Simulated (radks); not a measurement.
Spherical jellium clusters: N electrons in a uniform positive sphere of charge N and radius rs N^(1/3), rs = 3.47 bohr. Calculated with a radial shooting solver with Libxc functionals: non-relativistic Kohn-Sham, PBEsol, spin-polarised, spherical densities. Levels are named by radial order and angular momentum (1s, 1p, 1d, 2s, ...), and open shells are averaged over m.

N = 16, configuration 1s2 1p6 1d(up 5, down 3). This is the lowest configuration that the search found. Occupied levels:

| level | occupation | eigenvalue (eV) | <r> (bohr) |
|---|---|---|---|
| 1s up | 1 | -5.9703 | 5.382 |
| 1s down | 1 | -5.8553 | 5.210 |
| 1p up | 3 | -4.7556 | 6.558 |
| 1p down | 3 | -4.5622 | 6.490 |
| 1d up | 5 | -3.3083 | 7.434 |
| 1d down | 3 | -3.0860 | 7.426 |

Energy (eV): total -27.6282, kinetic 36.131, external -936.29, Hartree 459.56, exchange-correlation -65.047, background 478.01.

Electron density:

| r (bohr) | n(r) (e/bohr^3) |
|---|---|
| 0.285 | 0.003053 |
| 1.36 | 0.003436 |
| 2.43 | 0.004297 |
| 3.51 | 0.005460 |
| 4.58 | 0.006469 |
| 5.66 | 0.006674 |
| 6.73 | 0.005638 |
| 7.81 | 0.003678 |
| 8.88 | 0.001799 |
| 9.96 | 0.0006951 |
| 11.0 | 0.0002339 |
| 12.1 | 0.00007383 |
| 13.2 | 0.00002309 |
| 14.2 | 7.133e-06 |
